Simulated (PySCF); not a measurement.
Harmonic spectrum computed at B3LYP in the def2-SVPD basis family (core potentials from Rb on, PySCF, no spin–orbit coupling):

```tsv
symmetry	ω (cm⁻¹)	IR (km/mol)
a1	113	4.3
b2	426	177
a1	442	22.0
```

Task: Which molecule gave it? In each, all ligands are bound to the one heavy central atom.
A. CoS₂⁻ (quintet)
B. HfS₂⁻ (doublet)
C. PtS₂⁻ (doublet)
D. GeS₂⁻ (doublet)

Result: B. It has C2v symmetry with Hf–S 2.297 Å (×2).
